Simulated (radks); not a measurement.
The numbers below are computed, except where a source is named.
Spherical quantum dot in the effective-mass picture: electrons in a hard-walled sphere of radius 4.03, with a point charge +1 (a donor) at the centre, all in effective atomic units (hartree* = m*/eps^2 hartree, bohr* = eps/m* bohr), one dielectric constant everywhere. Level of theory: non-relativistic Kohn-Sham, exchange-only LDA, spin-polarised, spherical densities (a radial shooting solver with Libxc functionals). Levels are named by radial order and angular momentum (1s, 1p, 1d, 2s, ...), and open shells are averaged over m.

N = 35, configuration 1s2 1p6 1d10 2s2 1f14 1g(up 1, down 0). This is the lowest configuration that the search found. Occupied and some empty levels:

level    occupation  eigenvalue (hartree*)  <r> (bohr*)
1s up             1                 10.850        2.856
1s down           1                 10.860        2.853
1p up             3                 10.992        2.943
1p down           3                 11.002        2.941
1d up             5                 11.244        3.008
1d down           5                 11.255        3.007
1f up             7                 11.597        3.065
1f down           7                 11.608        3.064
2s up             1                 11.868        1.499
2s down           1                 11.870        1.499
1g up             1                 12.044        3.115
1g down           0                 12.056        3.115
2p up             0                 12.559        2.052
2p down           0                 12.563        2.051
1h up             0                 12.581        3.160
1h down           0                 12.593        3.160
3s up             0                 13.154        1.870
3s down           0                 13.158        1.871
2d up             0                 13.197        2.290
2d down           0                 13.202        2.289

Energy (hartree*): total 211.762, kinetic 47.968, external -13.326, Hartree 191.39, exchange-correlation -14.273.
